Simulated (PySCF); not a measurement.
VOCl2, SMILES [O]=[V]([Cl])[Cl] (connectivity only; charge and spin as stated), neutral, multiplicity 2. Atoms are numbered in the order given.

```xyz
4

V      0.0000     0.0000    -0.3283
O      0.0000     0.0000    -1.8580
Cl     0.0000    -1.9254     0.6592
Cl     0.0000     1.9254     0.6592
```
Charge 0, spin multiplicity 2.

Geometry optimised at ωB97X-D3(BJ)/def2-SVP. The multiplicity is an assumed one; other spin states were not compared.

The numbers are results of PySCF 2.14.0 with TDA-PBE/def2-SVPD, not measurements.

Vertical excitations. The molecule is in vacuum.

```json
[
 {"state": "root 1", "energy (eV)": "0.60", "λ (nm)": "2050", "f": "0.000", "main pairs": "α HOMO→LUMO 100 %"},
 {"state": "root 2", "energy (eV)": "1.94", "λ (nm)": "639", "f": "0.001", "main pairs": "α HOMO→LUMO+1 99 %"},
 {"state": "root 3", "energy (eV)": "2.71", "λ (nm)": "457", "f": "0.000", "main pairs": "α HOMO−1→LUMO 98 %"},
 {"state": "root 4", "energy (eV)": "2.97", "λ (nm)": "417", "f": "0.001", "main pairs": "α HOMO→LUMO+2 98 %"},
 {"state": "root 5", "energy (eV)": "3.10", "λ (nm)": "399", "f": "0.000", "main pairs": "α HOMO−2→LUMO 97 %"},
 {"state": "root 6", "energy (eV)": "3.15", "λ (nm)": "394", "f": "0.000", "main pairs": "β HOMO→LUMO 98 %"},
 {"state": "root 7", "energy (eV)": "3.24", "λ (nm)": "382", "f": "0.005", "main pairs": "α HOMO−3→LUMO 68 %, β HOMO−2→LUMO 30 %"},
 {"state": "root 8", "energy (eV)": "3.25", "λ (nm)": "382", "f": "0.001", "main pairs": "α HOMO−4→LUMO 56 %, β HOMO−3→LUMO 39 %"},
 {"state": "root 9", "energy (eV)": "3.40", "λ (nm)": "365", "f": "0.006", "main pairs": "α HOMO→LUMO+3 94 %"},
 {"state": "root 10", "energy (eV)": "3.51", "λ (nm)": "354", "f": "0.000", "main pairs": "β HOMO−1→LUMO 96 %"}
]
```
Unrestricted roots are not spin-pure.
